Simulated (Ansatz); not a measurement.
The cluster Rb4H4 (the lowest singlet isomer of a short search), 8 atoms. Hardware: 4 threads of Arm Neoverse V1 on a shared host.

In the def2 sets Rb takes a core potential; there is no spin–orbit coupling.

**Question.** How many basis functions does each of these Ansatz runs have, and roughly what does it cost? r2SCAN-D4/def2-TZVPD, charge -1 doublet at the geometry of the charge 0 singlet, energy, from earlier orbitals; B3LYP-D4/def2-TZVP, charge 0 singlet, energy, from earlier orbitals; PBE0-D4/def2-TZVP, charge 0 triplet at the geometry of the charge 0 singlet, energy; PBE-D4/def2-TZVPD, charge 0 singlet, energy, from earlier orbitals; r2SCAN-D4/def2-TZVPD, charge 0 singlet, energy, from earlier orbitals; B97M-V/def2-TZVP, charge 0 singlet, energy, from earlier orbitals; BHLYP-D4/def2-TZVP, charge 0 singlet, energy and forces, from earlier orbitals; PBE0-D4/def2-SVP, charge 1 doublet at the geometry of the charge 0 singlet, energy with a search over starts; PBE0-D4/def2-TZVPD, charge 0 singlet, energy, from earlier orbitals; HF/def2-TZVP, charge 0 singlet, energy, from earlier orbitals; PBE-D4/def2-SVP, charge 0 singlet, energy, from earlier orbitals; PBE-D4/def2-TZVP, charge 0 triplet at the geometry of the charge 0 singlet, energy, from earlier orbitals.

**Answer.** Other jobs shared the machine, so times can vary by a factor of up to 3. A dash marks memory too small to be measured apart from the calling script's.

```csv
run,functions,fitting or Cholesky vectors,wall time,peak host memory (GiB)
"HF/def2-TZVP, charge 0 singlet, energy, from earlier orbitals",156,1668,1.1 s,–
"PBE-D4/def2-SVP, charge 0 singlet, energy, from earlier orbitals",116,1312,1.9 s,–
"PBE-D4/def2-TZVPD, charge 0 singlet, energy, from earlier orbitals",168,1500,3.5 s,–
"PBE0-D4/def2-TZVPD, charge 0 singlet, energy, from earlier orbitals",168,1500,3.5 s,–
"B3LYP-D4/def2-TZVP, charge 0 singlet, energy, from earlier orbitals",156,1472,3.7 s,–
"BHLYP-D4/def2-TZVP, charge 0 singlet, energy and forces, from earlier orbitals",156,1560,5.5 s,–
"r2SCAN-D4/def2-TZVPD, charge 0 singlet, energy, from earlier orbitals",168,1500,7 s,–
"PBE-D4/def2-TZVP, charge 0 triplet at the geometry of the charge 0 singlet, energy, from earlier orbitals",156,1472,7 s,–
"PBE0-D4/def2-SVP, charge 1 doublet at the geometry of the charge 0 singlet, energy with a search over starts",116,1312,12 s,–
"r2SCAN-D4/def2-TZVPD, charge -1 doublet at the geometry of the charge 0 singlet, energy, from earlier orbitals",168,1500,15 s,0.55
"PBE0-D4/def2-TZVP, charge 0 triplet at the geometry of the charge 0 singlet, energy",156,1472,18 s,0.76
"B97M-V/def2-TZVP, charge 0 singlet, energy, from earlier orbitals",156,1472,18 s,–
```
